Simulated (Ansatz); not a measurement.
Wavefunction ladder for C$_{4}$H$_{2}$Cl$_{2}$Ti (`C#[C][Ti]([Cl])([Cl])[C]#C`)

```xyz
9

C    -2.3041    1.4580    0.1566
C    -1.1508    1.0931    0.2782
Ti    0.7418    0.4856    0.4659
Cl    1.2018    0.2295    2.5677
Cl    2.0442    1.8999   -0.5334
C     0.8669   -1.2826   -0.4530
C     0.9319   -2.3576   -1.0171
H    -3.3174    1.7753    0.0483
H     0.9856   -3.3012   -1.5131
```

Total charge 0; spin multiplicity 1. Correlated methods include outer-core shells of Ti, which these sets cover unevenly. Scalar relativity is left out up to krypton. Geometry: relaxed with PBE0-D4/def2-TZVP. Frozen core, restricted reference, the Gaussian-basis code of Ansatz.

```csv
basis,HF (Eh),MP2 corr.,CCSD corr.,(T),CCSD(T) total
def2-SVP,-1919.50516,-1.07827,-1.10376,?,?
def2-TZVPP,-1920.12535,?,–,–,–
def2-QZVPP,?,?,–,–,–
```

**Question.** Fill in the withheld values. (An estimate is asked.)

**Answer.** Computed: def2-SVP (T): -0.06189; def2-SVP CCSD(T) total: -1920.67081; def2-TZVPP MP2 corr.: -1.40531; def2-QZVPP HF (Eh): -1920.17141; def2-QZVPP MP2 corr.: -1.51560.
